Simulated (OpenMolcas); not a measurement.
Al: thermal populations, worked from levels

- Program: OpenMolcas 26.06
- Basis: ANO-RCC-VQZP [6s5p3d2f1g]
- Scalar Hamiltonian: DKH2, point nucleus
- Active space: 3 electrons in 8 orbitals (3s 3p 4s 4p)
- State averaging: 2S+1 = 4 odd, 1 root (0 in the spin-orbit step); 2S+1 = 2 odd, 3 roots; 2S+1 = 4 even, 3 roots; 2S+1 = 2 even, 5 roots
- Spin-orbit coupling: state interaction with AMFI integrals over the reference wave functions, term energies averaged over their components

Methods: CASSCF; SS-CASPT2, IPEA 0.25 Eh, imaginary shift 0.1 Eh (closed shells correlated: 2s 2p). Measured levels: NIST Handbook of Basic Atomic Spectroscopic Data.

**Thermal populations.** Z = Σ (2J + 1) exp(-E/kT) with k = 0.695035 cm-1/K, over the levels below. No other level of either list lies under 25300 cm-1, which is above 7 kT at each temperature.

```tsv
Level	2J + 1	SS-CASPT2	measured
3s² 3p ²P°_1/2	2	0.0	0.0
3s² 3p ²P°_3/2	4	82.2	112
```

| T (K) | Z, SS-CASPT2 | Z, measured levels | Ground level (%), SS-CASPT2 | Ground level (%), measured levels |
| --- | --- | --- | --- | --- |
| 2000 | 5.770 | 5.690 | 34.7 | 35.1 |
| 3000 | 5.845 | 5.791 | 34.2 | 34.5 |
| 5000 | 5.906 | 5.873 | 33.9 | 34.1 |

At 5000 K, kT = 3475 cm-1, and the computed levels give Z = 2.000 + 3.906 = 5.906.

Over all roots computed the reference weight is 0.90 to 0.97 in SS-CASPT2; the roots of lowest weight are the least certain, and an intruder state may touch them. Active for correlation alone: 4p 4s; no level in the range computed is led by a configuration that fills them, so any true level of that kind is missing. Without dynamic correlation excited terms often stand tens of per cent too high (terms of higher spin than the ground term too low), and those without a measured partner can miss by more than the paired ones (holds for CASSCF). Measured partners are found by configuration, term and J. A level has none where our copy of the source lacks it or the pairing is in doubt (some pairs that miss far off the trend of their configuration count as doubtful), and it then counts in no deviation. Only configurations of the active space appear.

° marks odd parity.
